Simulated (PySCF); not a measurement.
## AlH5NO2(+)

The system: AlH5NO2(+), a small molecule (built as: end group NH3+); charge +1, singlet. The structure, one conformer, was relaxed in the gas phase by PBE0-D3(BJ)/def2-SVP. Frequencies by PBE0-D3(BJ)/def2-SVP show no clear imaginary mode.

SMILES: [NH3+][Al]([OH])[OH]

Coordinates in Å:
```
O1     -1.837   -0.038   -0.510
Al2    -0.197    0.159   -0.564
O3      1.143    0.573   -1.435
N4      0.442   -0.345    1.203
H5     -2.605    0.067   -1.074
H6      1.395    0.880   -2.307
H7     -0.174   -1.037    1.647
H8      0.481    0.451    1.851
H9      1.390   -0.737    1.182
```

Shieldings: GIAO PBE0/pcSseg-1. Shifts are against computed references at the same level: H TMS (σ 31.27 ppm). Core levels by delta-SCF with SCAN, pcX-2 on the ionised atom and pcseg-1 elsewhere, spin-free X2C (2p3/2 is the spin-free 2p value less a third of a first-order spin-orbit splitting); from the vacuum level, for chosen atoms.

Q: Give the shieldings and core levels atom by atom.

A: 
| atoms | bonded to | σ (ppm) | δ (ppm) | core level (eV) |
| --- | --- | --- | --- | --- |
| O1 O3 | 1 Al + 1 H | 312.1 | - | 1s 543.27 |
| Al2 | 1 N + 2 O | 490.3 | - | 2p3/2 87.23 |
| N4 | 1 Al + 3 H | 244.9 | - | 1s 413.71 |
| H5 H6 | 1 O | 28.01 | 3.26 | - |
| H7 H8 H9 | 1 N | 28.09 | 3.18 | - |

Values are those of this one static structure, with the three H of a rotating XH3 group averaged; atoms that internal rotation interchanges would show their mean in an NMR spectrum.

Q: By CAM-B3LYP/def2-SVPD (TDDFT singlets, Tamm-Dancoff triplets, ionisation by delta-SCF), where does absorption start, and what does vertical ionisation take?

A: The first singlet with intensity lies at 7.38 eV (f 0.044); what lies below it is dark. The lowest singlet lies at 7.14 eV (f 0.000), the strongest of the first 6 at 7.76 eV (f 0.112), the lowest triplet at 6.81 eV; vertical ionisation takes 17.01 eV.

The 3 runs behind this took 2.7 min in all, one thread each of Intel Xeon on a shared host, launched as `OMP_NUM_THREADS=1 python cluster_run.py task.json out`.
